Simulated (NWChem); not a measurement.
## Ionisation of H₃B

```
B
H 1 1.2044
H 1 1.2044 2 120.00
H 1 1.2044 2 120.00 3 180.00
```
Charge 0, spin multiplicity 1.

All runs are NWChem calculations. All single points use one geometry, from B3LYP/def2-SVP, a minimum by its harmonic frequencies.

Basis set: def2-TZVPD. −ε marks an orbital energy of the parent.

B3LYP has NWChem's definition, with VWN1-RPA local correlation. The structure started from a generated list of species.

Order these methods by the first vertical ionisation energy they give, lowest first: −ε(HOMO) of HF, −ε(HOMO) of LDA (SVWN5), −ε(HOMO) of BHandHLYP, −ε(HOMO) of B3LYP, G0W0@B3LYP.

−ε(HOMO) of LDA (SVWN5) (8.45 eV), −ε(HOMO) of B3LYP (9.70 eV), −ε(HOMO) of BHandHLYP (11.30 eV), G0W0@B3LYP (12.91 eV), −ε(HOMO) of HF (13.50 eV)
